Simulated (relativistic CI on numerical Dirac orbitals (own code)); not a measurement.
Computed by Dirac-Coulomb-Breit CI, separate exchange-only KLI orbitals for each configuration, model QED (radiative potential, 1s self-energy scaled to tabulated hydrogen-like ionisation energies), unscaled Slater integrals (own radial code, finite nucleus).

The strongest absorption lines from the ground level of an ion, among the configurations computed and to levels below about 582 eV (vacuum wavelength in Å, gf): 26.762 (0.00041), 27.452 (5.7e-05), 28.818 (0.21), 29.539 (0.12), 47.109 (7.7e-05), 53.452 (0.00014), 147.10 (1.2), 234.43 (0.094).

Question: Which ion is it?
A. Ce²⁸⁺
B. Ba²⁶⁺
C. Nd³⁰⁺
D. Xe²⁴⁺

Answer: B. Ba²⁶⁺ has 30 electrons and the ground level 4s² ¹S0; the strongest line goes to 4s4p ¹P°1. The pattern of lines fixes the number of electrons, and along that sequence the line energies rise steadily with the charge (about as its square where n changes within one kind of shell, about linearly where n is kept but much faster in heavy ions where fine structure, which grows about as Z⁴, sets the gap, and irregularly where shells cross), which fixes Z. Configurations outside the model, such as inner-shell arrays, can give stronger lines. At this charge energies of transitions that change n are usually good to better than 1 %, and those within a shell (Δn = 0) to a few per cent.

LS names give the leading component of a level, which can be under half, so a name can repeat, a term be missing and a line seem to break the LS rules.
